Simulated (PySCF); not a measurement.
# Correlation energy of Pt⁺ (platinum, charge +1)

[Xe] 4f14 5d8 6p1, one real determinant (an excited configuration). Calculation: PySCF 2.14, in aug-cc-pVDZ-PP with ECP60MDF; scalar relativity through the core potential. Frozen: 5s2 5p6; 9 electrons correlated.

MP2 pair energies summed by pair of shells (mhartree):

```tsv
pair	energy	share (%)
5d-5d	-155.99	86.2
5d-6p	-25.03	13.8
```

Total MP2 correlation energy: -181.02 mhartree.

Same-spin part -69.31 and opposite-spin part -111.71 mhartree; SCS-MP2 scales them by 1/3 and 6/5 to -157.15 mhartree.

The reference is one real determinant that mixes LS terms of this configuration.
